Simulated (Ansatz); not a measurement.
A nudged elastic band was laid between two geometries of GeH4O + H2 (8 atoms, charge 0, multiplicity 1).

These are results of Ansatz, RKS B3LYP-D4/def2-SVP, not measurements.

* movable images: 9
* climbing image: yes
* spring: 5.0 eV/Å²
* optimiser: quadratic models (default)
* start path: through a guess of the saddle point
* force threshold: 0.05 eV/Å
* iteration limit: 60
* end points: relaxed

First end point:

```xyz
8
Properties=species:S:1:pos:R:3
Ge -0.321 0.486 -0.238
O 0.153 -0.058 1.408
H -0.604 -0.315 1.952
H 1.007 0.874 -0.901
H -1.272 1.701 -0.138
H -1.020 -0.663 -1.003
H 1.568 -2.798 2.126
H 1.296 -2.112 1.932
```

Last end point:

```xyz
8
Properties=species:S:1:pos:R:3
Ge 0.370 0.106 -0.419
O -0.543 -0.780 2.522
H -0.926 -1.574 2.122
H 0.865 0.450 -1.841
H 0.215 1.399 0.392
H -0.973 -0.636 -0.538
H 1.417 -0.820 0.232
H 0.380 -1.029 2.668
```

Question: Which bonds break or form, and what moves?

Answer: Bonds broken: Ge1–O2, H7–H8. Bonds formed: Ge1–H7, O2–H8. GeH4O + H2 becomes GeH4 + H2O.

Question: What energy profile does the band end with?

Answer: It converged. The highest image is number 5 of 0 to 10, 183.3 kJ/mol above the first end and 189.4 kJ/mol above the last; the last end lies 6.1 kJ/mol below the first. The profile has 2 maxima (images 5, 8) with wells between them (image 7): this band takes more than one step, which may be the mechanism or a detour left from its start path. Neighbouring images differ by up to 1.8 eV, so the band resolves the path poorly. A vibrational analysis at the climbing image gives one clearly imaginary mode, 1382i cm⁻¹: a first-order saddle point. The orbitals stay closed-shell, which can raise the energy where a bond breaks towards radicals; this wasn't checked here.

```json
{"image": "0", "path coordinate (Å)": "0.00", "energy (kJ/mol)": "0.0", "Ge1–O2 (Å)": "1.80", "H7–H8 (Å)": "0.76", "Ge1–H7 (Å)": "4.47"}
{"image": "1", "path coordinate (Å)": "0.68", "energy (kJ/mol)": "0.5", "Ge1–O2 (Å)": "1.80", "H7–H8 (Å)": "0.76", "Ge1–H7 (Å)": "4.09"}
{"image": "2", "path coordinate (Å)": "1.37", "energy (kJ/mol)": "1.8", "Ge1–O2 (Å)": "1.80", "H7–H8 (Å)": "0.76", "Ge1–H7 (Å)": "3.63"}
{"image": "3", "path coordinate (Å)": "2.05", "energy (kJ/mol)": "9.5", "Ge1–O2 (Å)": "1.80", "H7–H8 (Å)": "0.76", "Ge1–H7 (Å)": "2.99"}
{"image": "4", "path coordinate (Å)": "2.74", "energy (kJ/mol)": "62.7", "Ge1–O2 (Å)": "1.84", "H7–H8 (Å)": "0.78", "Ge1–H7 (Å)": "2.39"}
{"image": "5", "path coordinate (Å)": "3.42", "energy (kJ/mol)": "183.3", "Ge1–O2 (Å)": "2.04", "H7–H8 (Å)": "1.10", "Ge1–H7 (Å)": "1.95"}
{"image": "6", "path coordinate (Å)": "4.83", "energy (kJ/mol)": "11.9", "Ge1–O2 (Å)": "3.08", "H7–H8 (Å)": "1.76", "Ge1–H7 (Å)": "1.55"}
{"image": "7", "path coordinate (Å)": "6.24", "energy (kJ/mol)": "-6.1", "Ge1–O2 (Å)": "3.22", "H7–H8 (Å)": "2.75", "Ge1–H7 (Å)": "1.54"}
{"image": "8", "path coordinate (Å)": "7.64", "energy (kJ/mol)": "1.7", "Ge1–O2 (Å)": "3.48", "H7–H8 (Å)": "2.79", "Ge1–H7 (Å)": "1.54"}
{"image": "9", "path coordinate (Å)": "9.05", "energy (kJ/mol)": "0.6", "Ge1–O2 (Å)": "3.45", "H7–H8 (Å)": "2.55", "Ge1–H7 (Å)": "1.54"}
{"image": "10", "path coordinate (Å)": "10.46", "energy (kJ/mol)": "-6.1", "Ge1–O2 (Å)": "3.20", "H7–H8 (Å)": "2.66", "Ge1–H7 (Å)": "1.54"}
```

Question: What is the geometry of the highest image?

Answer: 
```xyz
8
Properties=species:S:1:pos:R:3
Ge 0.050 -0.098 -0.066
O 0.132 -0.172 1.970
H -0.709 -0.247 2.455
H 1.357 0.393 -0.706
H -0.887 1.144 0.078
H -0.764 -1.127 -0.878
H 0.992 -1.627 0.682
H 0.635 -1.151 1.603
```

Time of the run: 8.9 min on 1 thread of Arm Neoverse V2 (shared host), peak memory 0.18 GiB.
